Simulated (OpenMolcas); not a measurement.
**Levels of Xe2+ by method**

```json
{
  "Program": "OpenMolcas",
  "Basis": "ANO-RCC-VQZP [8s7p5d3f2g]",
  "Scalar Hamiltonian": "DKH2, point nucleus",
  "Active space": "4 electrons in 9 orbitals (RAS2 5p; RAS3 5d 6s, at most 1 electron)",
  "State averaging": "2S+1 = 3 even, 3 roots; 2S+1 = 1 even, 6 roots; 2S+1 = 5 odd, 6 roots; 2S+1 = 3 odd, 54 roots; 2S+1 = 1 odd, 48 roots",
  "Spin-orbit coupling": "state interaction with AMFI integrals over the reference wave functions, term energies averaged over their components"
}
```

Methods on the same reference wave functions:
A. RASSCF
B. SS-RASPT2, IPEA 0.25 Eh, imaginary shift 0.1 Eh (closed shells correlated: 4d 5s)
C. MS-RASPT2, IPEA 0.25 Eh, imaginary shift 0.1 Eh (closed shells correlated: 4d 5s)

Energies in cm⁻¹ above 5s² 5p⁴ ³P₂, the measured ground level; measured values from Saloman, J. Phys. Chem. Ref. Data 33, 765 (2004).

```json
{"Level": "5s² 5p⁴ ³P₂", "A": "0.0", "B": "0.0", "C": "0.0", "Measured": "0.0"}
{"Level": "5s² 5p⁴ ³P₀", "A": "8448", "B": "8480", "C": "8480", "Measured": "8130"}
{"Level": "5s² 5p⁴ ³P₁", "A": "8670", "B": "8900", "C": "8900", "Measured": "9794"}
{"Level": "5s² 5p⁴ ¹D₂", "A": "18820", "B": "16740", "C": "16740", "Measured": "17099"}
{"Level": "5s² 5p⁴ ¹S₀", "A": "39424", "B": "38340", "C": "38340", "Measured": "36103"}
{"Level": "5s² 5p³ 5d ⁵D°₀", "A": "108754", "B": "108970", "C": "109040", "Measured": ""}
{"Level": "5s² 5p³ 5d ⁵D°₁", "A": "108928", "B": "109230", "C": "109260", "Measured": ""}
{"Level": "5s² 5p³ 5d ⁵D°₂", "A": "109075", "B": "109280", "C": "109320", "Measured": "111856"}
{"Level": "5s² 5p³ 5d ⁵D°₃", "A": "109287", "B": "109440", "C": "109530", "Measured": "111605"}
{"Level": "5s² 5p³ 5d ⁵D°₄", "A": "110002", "B": "110380", "C": "110410", "Measured": "112272"}
{"Level": "5s² 5p³ 5d ³D°₂(1) [61 %]", "A": "119287", "B": "116130", "C": "116120", "Measured": ""}
{"Level": "5s² 5p³ 6s ⁵S°₂", "A": "121863", "B": "120050", "C": "120410", "Measured": "121476"}
{"Level": "5s² 5p³ 5d ³D°₃(1)", "A": "122378", "B": "119640", "C": "119640", "Measured": ""}
{"Level": "5s² 5p³ 5d ³D°₁(1)", "A": "123356", "B": "120250", "C": "120210", "Measured": ""}
{"Level": "5s² 5p³ 5d ³F°₂(1) [69 %]", "A": "125830", "B": "123040", "C": "123010", "Measured": "124691"}
{"Level": "5s² 5p³ 5d ³F°₃(1)", "A": "127500", "B": "124760", "C": "124740", "Measured": "126120"}
{"Level": "5s² 5p³ 5d ¹S°₀", "A": "129175", "B": "122210", "C": "122320", "Measured": ""}
{"Level": "5s² 5p³ 5d ³F°₄(1) [68 %]", "A": "129876", "B": "127060", "C": "127090", "Measured": ""}
{"Level": "5s² 5p³ 6s ³S°₁", "A": "130068", "B": "125390", "C": "125580", "Measured": "125617"}
{"Level": "5s² 5p³ 5d ³G°₃", "A": "132961", "B": "129040", "C": "129000", "Measured": "128349"}
{"Level": "5s² 5p³ 5d ³G°₅", "A": "136157", "B": "132510", "C": "132510", "Measured": "132160"}
{"Level": "5s² 5p³ 5d ¹G°₄", "A": "138195", "B": "132330", "C": "132330", "Measured": "132712"}
{"Level": "5s² 5p³ 6s ³D°₃", "A": "143623", "B": "138470", "C": "138220", "Measured": "138658"}
{"Level": "5s² 5p³ 5d ³F°₃(2) [71 %]", "A": "151002", "B": "146390", "C": "146470", "Measured": "145341"}
```

Deviations, from unrounded energies. A percentage is the sum of absolute deviations over the sum of measured energies, with the sign that they share, or ± where signs differ.

```tsv
Against measurement	Levels	A	B	C
mean absolute deviation (cm-1)	16	2900	1100	1100
fine structure of the ground term (%)	2	±8.0	±7.0	±7.0
other terms of the ground configuration (%)	2	+9.5	±4.9	±4.9
other configurations (%)	12	±2.6	±0.9	±0.9
```

B, C lie about equally close to measurement and A furthest from it. The largest miss of C in the table is 5s² 5p³ 5d ⁵D°₂, by -2500 cm-1. The ranking rests on the paired levels alone, and a cruder setting can come out closer through cancelling errors.

Between B and C the level of the table that moves most is 5s² 5p³ 6s ⁵S°₂, by 360 cm-1 (lowest in B, highest in C). Moves below CASPT2's spread within the term are not significant.

The mean deviations of B to C differ by less than CASPT2's widest spread within a term (470 cm-1), so their order carries little weight.

From A to B the spin-free energies of the other terms of 5s² 5p⁴ shown, above ³P, scale by factors of 0.79 to 0.95.

The lowest spin-free term lies below A's lowest term by 0.604 hartree in B, 0.604 hartree in C.

CASPT2 breaks the degeneracy within a term, and the mean is taken; among the terms shown or strongly mixed into the levels shown the widest spread is 470 cm-1 (5s² 5p³ 6s ³D°, C). Over all roots computed the reference weight is 0.84 to 0.92 in B, 0.84 to 0.92 in C; the roots of lowest weight are the least certain, and an intruder state may touch them. Some levels mix across a computed gap that differs much from the measured one, so their mixing is not that of the real levels. ANO sets are built for valence states and can reach diffuse excited orbitals poorly, and with the s shell closed the s pⁿ⁺¹ terms that mix with these levels are absent. With the s shell closed, the reference lacks s² → p² mixing. Measured partners are found by configuration, term and J. A level has none where our copy of the source lacks it or the pairing is in doubt (some pairs that miss far off the trend of their configuration count as doubtful), and it then counts in no deviation. Only configurations of the active space appear. Levels that lie high or do not pair safely by name in every column are left out.

A share in square brackets marks a mixed level and gives the weight of the term that names it, the lowest over the columns. A number in round brackets counts repeated terms of one configuration in the order of the reference energies. ° marks odd parity.
